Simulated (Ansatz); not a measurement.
A nudged elastic band was laid between two geometries of ClGeH3O + FH (8 atoms, charge 0, multiplicity 1).

Method: RKS PBE/def2-SVP (Ansatz).

```yaml
movable_images: 5
climbing_image: yes
spring: 5.0 eV/Å²
optimiser: quadratic models (default)
start_path: through a guess of the saddle point
force_threshold: 0.05 eV/Å
iteration_limit: 60
end_points: relaxed
```

First end point:

```xyz
8
Properties=species:S:1:pos:R:3
Ge -0.069 -0.437 0.048
H 0.350 -0.722 1.498
Cl 1.651 -0.382 -1.272
O -0.826 1.218 0.102
H -1.070 1.546 -0.785
H -1.090 -1.408 -0.592
F 1.086 2.006 1.588
H 0.303 1.980 1.039
```

Last end point:

```xyz
8
Properties=species:S:1:pos:R:3
Ge 0.004 0.074 -0.665
H 0.419 0.536 3.741
Cl 1.415 -0.093 -2.294
O -1.364 1.109 -1.105
H -1.070 1.958 -1.487
H -0.539 -1.279 -0.188
F 0.901 0.851 0.631
H 0.568 0.643 2.993
```

Task: Which bonds break or form, and what moves?

Result: Bonds broken: Ge1–H2, F7–H8. Bonds formed: Ge1–F7, H2–H8. ClGeH3O + FH becomes ClFGeH2O + H2.

Task: Give the energies along the band, and the barrier.

Result: The run converged. The highest image is number 2 of 0 to 6, 1.61 eV above the first end and 1.86 eV above the last; the last end lies 0.26 eV below the first. Neighbouring images differ by up to 1.4 eV, so the band resolves the path poorly. A vibrational analysis at the climbing image gives one clearly imaginary mode, 1028i cm⁻¹: a first-order saddle point. The orbitals stay closed-shell, which can raise the energy where a bond breaks towards radicals; this wasn't checked here.

```csv
image,path coordinate (Å),energy (eV),Ge1–H2 (Å),F7–H8 (Å),Ge1–F7 (Å)
0,0.00,0.00,1.54,0.96,3.11
1,1.40,0.44,1.55,0.94,3.02
2,2.79,1.61,1.85,1.22,2.01
3,3.96,0.20,2.73,1.92,1.76
4,5.13,-0.14,3.58,2.31,1.75
5,6.30,-0.25,3.94,2.41,1.76
6,7.47,-0.26,4.45,2.40,1.76
```

Task: What is the geometry of the highest image?

Result: 
```xyz
8
Properties=species:S:1:pos:R:3
Ge 0.060 0.237 -0.019
H 0.231 -0.219 1.767
Cl 1.800 -0.215 -1.227
O -0.983 1.592 -0.533
H -1.746 1.224 -1.020
H -0.817 -1.050 -0.151
F 1.078 1.588 1.062
H 0.712 0.644 1.745
```

Run time: 2.1 min on 2 threads of Arm Neoverse V2 (shared host), peak memory 0.14 GiB.
